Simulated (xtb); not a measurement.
xtb input (GFN2-xTB):

```bash
xtb mol.xyz --gfn 2 --sp --chrg -1 --uhf 0
```
mol.xyz:
```
9

C     -1.79371359     0.44296349     0.32404901
O     -0.44765276     0.48401812     0.70021892
B      0.48546752    -0.17344235    -0.17651654
O      0.20700350    -0.79718759    -1.27464735
O      1.79974091    -0.01541598     0.38635946
H     -2.19165701     1.46205074     0.19464084
H     -1.91526385    -0.10670239    -0.61531693
H     -2.39971892    -0.04547333     1.10368437
H      2.36885063    -0.47176071    -0.24016786
```

End of the output:

```
         :::::::::::::::::::::::::::::::::::::::::::::::::::::
         ::                     SUMMARY                     ::
         :::::::::::::::::::::::::::::::::::::::::::::::::::::
         :: total energy             -17.915891631930 Eh    ::
         :: gradient norm              0.041830915588 Eh/a0 ::
         :: HOMO-LUMO gap              7.595366974918 eV    ::
         ::.................................................::
         :: SCC energy               -18.024335383669 Eh    ::
         :: -> isotropic ES            0.289815667143 Eh    ::
         :: -> anisotropic ES         -0.004023865538 Eh    ::
         :: -> anisotropic XC         -0.002658127525 Eh    ::
         :: -> dispersion             -0.004244251259 Eh    ::
         :: repulsion energy           0.108443751739 Eh    ::
         :: add. restraining           0.000000000000 Eh    ::
         :: total charge              -1.000000000000 e     ::
         :::::::::::::::::::::::::::::::::::::::::::::::::::::

           -------------------------------------------------
          |                Property Printout                |
           -------------------------------------------------

    * Orbital Energies and Occupations

         #    Occupation            Energy/Eh            Energy/eV
      -------------------------------------------------------------
         1        2.0000           -0.4760626             -12.9543
       ...           ...                  ...                  ...
         3        2.0000           -0.4282089             -11.6522
         4        2.0000           -0.3890455             -10.5865
         5        2.0000           -0.3595168              -9.7830
         6        2.0000           -0.3453815              -9.3983
         7        2.0000           -0.3381988              -9.2029
         8        2.0000           -0.3081416              -8.3850
         9        2.0000           -0.2801359              -7.6229
        10        2.0000           -0.2563577              -6.9758
        11        2.0000           -0.2469150              -6.7189
        12        2.0000           -0.2141422              -5.8271
        13        2.0000           -0.1885932              -5.1319
Note: The following floating-point exceptions are signalling: IEEE_UNDERFLOW_FLAG IEEE_DENORMAL
normal termination of xtb
        14        2.0000           -0.1593609              -4.3364
        15        2.0000           -0.1389362              -3.7806 (HOMO)
        16                          0.1401884               3.8147 (LUMO)
        17                          0.2605664               7.0904
        18                          0.3023142               8.2264
        19                          0.3473631               9.4522
        20                          0.3541683               9.6374
        21                          0.3690553              10.0425
        22                          0.5093211              13.8593
        23                          0.5537721              15.0689
        24                          0.9035002              24.5855
      -------------------------------------------------------------
                  HL-Gap            0.2791246 Eh            7.5954 eV
             Fermi-level            0.0006261 Eh            0.0170 eV

     #   Z          covCN         q      C6AA      α(0)
     1   6 C        3.640     0.077    19.645     6.374
     2   8 O        1.634    -0.467    22.202     6.360
     3   5 B        2.375     0.535    19.075     8.192
     4   8 O        0.789    -0.783    31.121     7.477
     5   8 O        1.588    -0.604    25.293     6.787
     6   1 H        0.923    -0.017     3.372     2.872
     7   1 H        0.924     0.027     2.625     2.534
     8   1 H        0.923    -0.017     3.372     2.872
     9   1 H        0.806     0.248     0.899     1.489

 Mol. C6AA /au·bohr⁶  :        910.386336
 Mol. C8AA /au·bohr⁸  :      19867.749570
 Mol. α(0) /au        :         44.956622

Wiberg/Mayer (AO) data.
largest (>0.10) Wiberg bond orders for each atom

 ---------------------------------------------------------------------------
     #   Z sym  total        # sym  WBO       # sym  WBO       # sym  WBO
 ---------------------------------------------------------------------------
     1   6 C    3.979 --     2 O    1.033     6 H    0.977     8 H    0.977
                             7 H    0.973
     2   8 O    2.029 --     1 C    1.033     3 B    0.858
     3   5 B    3.356 --     4 O    1.587     5 O    0.893     2 O    0.858
     4   8 O    1.744 --     3 B    1.587
     5   8 O    1.924 --     9 H    0.926     3 B    0.893
     6   1 H    1.000 --     1 C    0.977
     7   1 H    0.999 --     1 C    0.973
     8   1 H    1.000 --     1 C    0.977
     9   1 H    0.938 --     5 O    0.926
 ---------------------------------------------------------------------------

Topologies differ in total number of bonds
Writing topology from bond orders to xtbtopo.mol

molecular dipole:
                 x           y           z       tot (Debye)
 q only:       -0.572       0.386       0.509
   full:       -0.603       0.444       0.598       2.437
molecular quadrupole (traceless):
                xx          xy          yy          xz          yz          zz
 q only:        2.372      -0.419       1.509      -1.147      -4.803      -3.881
  q+dip:        2.352      -0.908       2.173      -2.229      -5.744      -4.525
   full:        3.294      -1.093       1.923      -2.309      -6.121      -5.216

           -------------------------------------------------
          | TOTAL ENERGY              -17.915891631930 Eh   |
          | GRADIENT NORM               0.041830915588 Eh/α |
          | HOMO-LUMO GAP               7.595366974918 eV   |
           -------------------------------------------------

------------------------------------------------------------------------
------------------------------------------------------------------------
 total:
 SCF:
```

It need not be the lowest isomer of its formula. Whether it binds its extra electron was not tested at this geometry.
